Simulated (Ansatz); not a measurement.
# A ladder of methods for [SnH3]− (SMILES [H][Sn-]([H])[H])

The species is [SnH3]− (4 atoms), meant as a singlet with charge -1. As SMILES, `[H][Sn-]([H])[H]`. The shape comes from GFN2-xTB, which is rough for such elements, and wasn't checked as a minimum.

```jsonl
{"atom": "Sn", "x (Å)": "-0.0064", "y (Å)": "0.0057", "z (Å)": "0.7917"}
{"atom": "H", "x (Å)": "1.6378", "y (Å)": "-0.0336", "z (Å)": "-0.2516"}
{"atom": "H", "x (Å)": "-0.7869", "y (Å)": "1.4325", "z (Å)": "-0.2804"}
{"atom": "H", "x (Å)": "-0.8445", "y (Å)": "-1.4046", "z (Å)": "-0.2596"}
```

Quantity: the energy change with the Sn1–H4 bond stretched from 1.949 to 2.923 Å, in eV. The values are calculated.

```
                        level                    kind  program  value (eV)  less FCI/STO-3G
       HF/STO-3G (restricted)            Hartree–Fock   Ansatz        4.06            +1.02
    SVWN5/STO-3G (restricted)                     LDA   Ansatz        3.08            +0.04
   revPBE/STO-3G (restricted)                     GGA   Ansatz        2.82            -0.22
     PBE0/STO-3G (restricted)           global hybrid   Ansatz        3.27            +0.23
CAM-B3LYP/STO-3G (restricted)  range-separated hybrid   Ansatz        3.46            +0.42
   B2PLYP/STO-3G (restricted)           double hybrid   Ansatz        3.26            +0.22
  RPA@PBE/STO-3G (restricted)                     RPA   Ansatz        2.83            -0.21
 CCSDT(Q)/STO-3G (restricted)   coupled cluster or CI   Ansatz        3.03            -0.01
                   FCI/STO-3G      exact in the basis   Ansatz        3.04             0.00
```

FCI/STO-3G is exact within its basis and frozen core, so for wave-function methods in that basis the difference is their error; functionals converge differently with the basis, so for them it is only a difference. Spin-restricted single references rise too steeply as a bond breaks, Hartree–Fock most of all. All-electron rows without a relativistic Hamiltonian named are non-relativistic. Sets without diffuse functions describe the anion poorly. The first shape isn't each level's own minimum. The values span 2.82 to 4.06 eV. All rows use very small basis sets, so even the best lies far from the true value. In the correlated wave-function rows the outer d shell of Sn is correlated, in sets not made for it.
